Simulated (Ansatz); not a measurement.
Consider the formal exchange of groups at the Si–S bond: `[SiH3]S` + `[Cl][SnH3]` → `[SiH3][SnH2][Cl]` + H₂S.

Calculated with Ansatz (gas phase, PBE0-D4/def2-TZVP geometries, no zero-point term in ΔE). CCSD(T)/CBS adds triple-zeta CCSD(T) − MP2 to the extrapolated MP2 energy (def2 sets, frozen cores). This one scheme is used for every species. Functionals use def2-TZVPP. def2 core potentials past Kr. For Sn outer-core shells are correlated without core-valence functions, which leaves a few kJ/mol of doubt a bond.

(1) Is it downhill or uphill in electronic energy at CCSD(T)/CBS, and by how much? (An estimate is asked.)

(2) What do these levels give: BLYP-D4, ωB97X-V, B2PLYP, BLYP, r2SCAN, r2SCAN0, CAM-B3LYP, CCSD(T)/def2-SVP, SCS-MP2/def2-TZVPP, CCSD(T)/def2-TZVPP, MP2/def2-QZVPP, MP2/CBS(def2)? (Estimate.)

Largest T1 diagnostic among the species: 0.012.

Answers

(1) Ansatz gave: Uphill: ΔE = +4.9 kcal/mol.

(2) The calculation gave: BLYP-D4 4.3, ωB97X-V 6.1, B2PLYP 5.9, BLYP 4.8, r2SCAN 5.9, r2SCAN0 6.1, CAM-B3LYP 6.2, CCSD(T)/def2-SVP 4.4, SCS-MP2/def2-TZVPP 6.6, CCSD(T)/def2-TZVPP 5.6, MP2/def2-QZVPP 5.8, MP2/CBS(def2) 5.5 kcal/mol.

Leaving LDA and LC-ωPBE aside and taking each functional with its dispersion term where it has one, the values, not all of them listed here, spread over 3.6 kcal/mol, from PBE-D4 to B97M-V. In def2-TZVPP, CCSD(T) changes the Hartree–Fock value by −2.4 kcal/mol (the triples alone add −0.1 kcal/mol) and MP2 by −1.7 kcal/mol.
